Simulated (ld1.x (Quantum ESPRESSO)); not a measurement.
**What one change does to a pseudopotential (mercury (Hg), ultrasoft)**

ld1.x (Quantum ESPRESSO) 7.5 input, shortened:

```
&input
   title='Hg', zed=80., rel=1, dft='PZ', iswitch=3,
   config='[Xe] 4f14 5d10 5f-2 6s1.5 6p0.5'
 /
 &inputp
   pseudotype=3, tm=.true., lloc=-1, rcloc=2.70,
   nlcc=.true., new_core_ps=.true., rcore=1.25
 /
8
6S  1  0   1.50   0.00  1.75  2.40  0.0
6S  1  0   0.00  -0.25  1.75  2.40  0.0
6P  2  1   0.50   0.00  2.80  3.50  0.0
6P  2  1   0.00   0.25  2.80  3.50  0.0
5D  3  2  10.00   0.00  1.30  1.45  0.0
5D  3  2   0.00   1.85  1.30  1.45  0.0
5F  4  3  -2.00   0.15  2.40  3.00  0.0
5F  4  3  -2.00   2.45  2.40  3.00  0.0
 &test
   configts(1)='5d10 6s1.5 6p0.5'
 /
```

Change: local potential all-electron potential smoothed inside 1.38 bohr (lloc = -1).

Cutoffs: the cutoffs (Ry, on a coarse ladder) from which the occupation-weighted sum of valence levels, in a spherical-Bessel basis at the reference potential, stays within 10 and 1 mRy of its value at 400 Ry; they do not see the model core or the augmentation charge, which bear on the density cutoff. Errors are all-electron minus pseudo energies relative to the spin-unpolarised reference configuration.

Q: How do hardness, ghosts and transferability respond?

A: The potential gets neither clearly harder nor softer (50 Ry and 90 Ry → 50 Ry and 90 Ry); a bound ghost appears in p, s, which as a rule spoils a file; the errors of the 9 common tests hardly move. A state that the projectors do not describe sees the local part alone, so a deeper or shallower local part can create or remove a ghost.

```csv
quantity,base,changed
"cutoff, loose",50 Ry,50 Ry
"cutoff, tight",90 Ry,90 Ry
bound ghosts,none,"s, p"
"error for 5d10 6s2 6p0, meV [ΔE -3.02 eV]",+0.7,+0.6
"error for 5d10 6s1 6p0, meV [ΔE 8.03 eV]",-6.2,-6.1
"error for 5d10 6s0 6p0, meV [ΔE 27.42 eV]",-30,-29
"error for 5d8 6s0 6p0, meV [ΔE 113.27 eV]",-253,-252
"error for 5d9 6s2 6p1, meV [ΔE 7.33 eV]",-59,-62
"error for 5d10 6s1 6p1, meV [ΔE 3.14 eV]",-1.0,-1.0
"error for 5d10 6s1.5 6p0, meV [ΔE 1.51 eV]",-1.2,-1.2
"error for 5d10 6s1.5 6p0.5 (spin-polarised), meV [ΔE -0.11 eV]",+0.5,+0.5
"error for 5d10 6s1 6p0 (spin-polarised), meV [ΔE 7.87 eV]",-6.7,-6.7
s: phases at 3.81 bohr within 0.05 rad from the reference energy up to (Ry; the scan ends near 5),4.3,4.8
p: phases at 3.81 bohr within 0.05 rad from the reference energy up to (Ry; the scan ends near 5),1.8,1.9
d: phases at 3.81 bohr within 0.05 rad from the reference energy up to (Ry; the scan ends near 5),to the end of the scan,to the end of the scan
f: phases at 3.81 bohr within 0.05 rad from the reference energy up to (Ry; the scan ends near 5),3.0,2.9
lowest overlap eigenvalue by channel,"s 0.34, p 0.58, d 0.93, f 0.98","s 0.12, p 0.13, d 0.86, f 0.97"
```

 A true bound ghost makes a file unfit for plane-wave use even where its test errors are small: the radial tests pick states by their node count and pass the ghost by.
